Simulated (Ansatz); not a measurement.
Geometry optimisation, DFT r2SCAN, scalar-relativistic, plane waves, PAW (Ansatz 0.2.0).

Input file:

```yaml
crystal:
  lattice:
    - [5.048742, 0.0, 0.0]
    - [2.524371, 4.372339, 0.0]
    - [0.0, 0.0, 15.776426]
  atoms:
    - { symbol: H, position: [0.1666667, 0.1666667, 0.0633857] }
    - { symbol: H, position: [0.6666667, 0.1666667, 0.0633857] }
    - { symbol: H, position: [0.1666667, 0.6666667, 0.0633857] }
    - { symbol: H, position: [0.6666667, 0.6666667, 0.0633857] }
    - { symbol: C, position: [0.1666667, 0.1666667, 0.13311] }
    - { symbol: C, position: [0.6666667, 0.1666667, 0.13311] }
    - { symbol: C, position: [0.1666667, 0.6666667, 0.13311] }
    - { symbol: C, position: [0.6666667, 0.6666667, 0.13311] }
    - { symbol: C, position: [-0.1666667, 0.3333333, 0.1657717] }
    - { symbol: C, position: [0.3333333, 0.3333333, 0.1657717] }
    - { symbol: C, position: [-0.1666667, 0.8333333, 0.1657717] }
    - { symbol: C, position: [0.3333333, 0.8333333, 0.1657717] }
    - { symbol: C, position: [-0.1666667, 0.3333333, 0.2637569] }
    - { symbol: C, position: [0.3333333, 0.3333333, 0.2637569] }
    - { symbol: C, position: [-0.1666667, 0.8333333, 0.2637569] }
    - { symbol: C, position: [0.3333333, 0.8333333, 0.2637569] }
    - { symbol: C, position: [0.0, 0.0, 0.2964186] }
    - { symbol: C, position: [0.5, 0.0, 0.2964186] }
    - { symbol: C, position: [0.0, 0.5, 0.2964186] }
    - { symbol: C, position: [0.5, 0.5, 0.2964186] }
    - { symbol: H, position: [0.5, 0.0, 0.3661429] }
    - { symbol: H, position: [0.0, 0.5, 0.3661429] }
    - { symbol: H, position: [0.5, 0.5, 0.3661429] }
    - { symbol: B, position: [0.3297641, 0.8195652, 0.3674106], spin: 1.0 }
    - { symbol: H, position: [0.3003959, 0.5999233, 0.3787249] }
    - { symbol: H, position: [0.5787674, 0.7902011, 0.3787249] }
    - { symbol: H, position: [0.1101291, 1.0685713, 0.3787249] }
magnetization:
  spin_polarized: true
basis:
  ecutwfc: 500.0
kpoints:
  mp_grid: { grid: [3, 3, 1] }
hamiltonian:
  xc: r2scan
  pseudopotentials: { kind: paw, azcp: { folder: soft_1 } }
scf:
  occupations: { method: gaussian, width: 0.02 }
  lower_state_search: "off"
relax:
  f_tol: 0.03
  max_steps: 60
  adjacent_minimum: "off"
  constraints: [{ sites: [0, 1, 2, 3, 4, 5, 6, 7, 8, 9, 10, 11] }]
```

Run as:

```bash
$ ansatz run input.yaml --threads 4 --pin off --max-ram 10240MiB --backend cpu --events-out ev --progress --plain --runs-dir out
```

Q: Where does it end, and by what steps?

A: The run converged. The force dipped under the threshold on the way, but the program's further checks kept it going. Limits of this set-up: thin slab, slab without dipole correction, no dispersion correction for a molecule that may bind weakly, a typed lattice constant that wasn't relaxed here. After 16 steps the energy has fallen by 12.308 eV; H25 moved furthest, 2.16 Å. Parted: C16–B24 (1.64 → 3.01 Å), C17–B24 (1.83 → 2.24 Å), C20–B24 (1.79 → 3.32 Å).

| step | energy less start (eV) | largest force component (eV/Å) | accepted |
| --- | --- | --- | --- |
| 0 | 0.0000 | 5.928 | yes |
| 1 | -4.4682 | 4.861 | yes |
| 2 | -7.2033 | 3.611 | yes |
| 3 | -8.8340 | 2.516 | yes |
| 4 | -9.8456 | 1.730 | yes |
| 5 | -10.6200 | 1.134 | yes |
| 6 | -11.2202 | 0.560 | yes |
| 7 | -11.6466 | 0.395 | yes |
| 8 | -11.9072 | 0.389 | yes |
| 9 | -12.0963 | 0.495 | yes |
| 10 | -12.2173 | 0.353 | yes |
| 11 | -12.2827 | 0.093 | yes |
| 12 | -12.3038 | 0.097 | yes |
| 13 | -12.3074 | 0.024 | yes |
| 14 | -12.3076 | 0.077 | yes |
| 15 | -12.3080 | 0.035 | yes |
| 16 | -12.3081 | 0.004 | yes |

```xyz
27
Lattice="5.0487 0.0000 0.0000 2.5244 4.3723 0.0000 0.0000 0.0000 15.7764" Properties=species:S:1:pos:R:3
H 1.262 0.729 1.000
H 3.787 0.729 1.000
H 2.524 2.915 1.000
H 5.049 2.915 1.000
C 1.262 0.729 2.100
C 3.787 0.729 2.100
C 2.524 2.915 2.100
C 5.049 2.915 2.100
C 0.000 1.457 2.615
C 2.524 1.457 2.615
C 1.262 3.644 2.615
C 3.787 3.644 2.615
C 0.000 1.459 4.184
C 2.524 1.457 4.154
C 1.261 3.643 4.184
C 3.788 3.643 4.184
C 0.000 0.000 4.576
C 2.524 0.008 4.656
C 1.269 2.182 4.656
C 3.780 2.182 4.656
H 2.524 0.018 5.746
H 1.278 2.177 5.746
H 3.771 2.177 5.746
B 2.524 4.372 6.819
H 1.503 3.781 6.980
H 3.548 3.783 6.980
H 2.523 5.553 6.980
```

Whether the end is a true minimum wasn't checked by a vibrational analysis.

Time of the run: 7.5 min on 4 threads of Arm Neoverse V1 (shared host), peak memory 1.5 GiB.
